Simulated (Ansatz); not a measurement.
Reaction (substitution at a C–Al bond): `[CH3][AlH][C](=N)O` + `[OH][Sc]([Cl])[Cl]` → `C[O][Sc]([Cl])[Cl]` + `N=[C](O)[AlH2]`

Isolated molecules relaxed with PBE0-D4/def2-TZVP in Ansatz; ΔE leaves out vibrations. CCSD(T)/CBS is the MP2 limit (def2-TZVPP, def2-QZVPP) plus CCSD(T) − MP2 in def2-TZVPP, frozen cores. Functionals use def2-TZVPP. B3LYP here is the variant with VWN-RPA as its local correlation; programs differ in this. For Sc outer-core shells are correlated without core-valence functions, which leaves a few kJ/mol of doubt a bond. Scalar relativity is left out up to krypton. One conformer a species, not always the lowest.

```tsv
level	ΔE (kJ/mol)	difference from CCSD(T)/CBS
PBE-D4	87.6	-4.2
r2SCAN-D4	91.9	0.1
PBE0-D4	89.9	-1.9
B3LYP-D4	84.0	-7.8
ωB97X-V	86.3	-5.5
ωB97M-V	93.4	1.6
B2PLYP	86.1	-5.7
PBE	86.7	-5.1
r2SCAN	91.7	-0.1
PBE0	89.2	-2.6
B3LYP	82.7	-9.1
HF/def2-TZVPP	75.6	-16.2
MP2/def2-TZVPP	95.1	3.3
SCS-MP2/def2-TZVPP	86.8	-5.0
CCSD/def2-TZVPP	88.6	-3.2
CCSD(T)/def2-TZVPP	88.7	-3.1
HF/def2-QZVPP	75.0	-16.8
MP2/def2-QZVPP	96.7	4.9
SCS-MP2/def2-QZVPP	88.7	-3.1
HF/CBS(def2)	75.0	-16.8
MP2/CBS(def2)	98.2	6.4
CCSD/CBS(def2)	91.7	-0.1
CCSD(T)/CBS	91.8	0
```

Largest T1 diagnostic among the species: 0.015.

In def2-TZVPP, CCSD(T) changes the Hartree–Fock value by +13.1 kJ/mol (the triples alone add +0.1 kJ/mol) and MP2 by +19.5 kJ/mol.
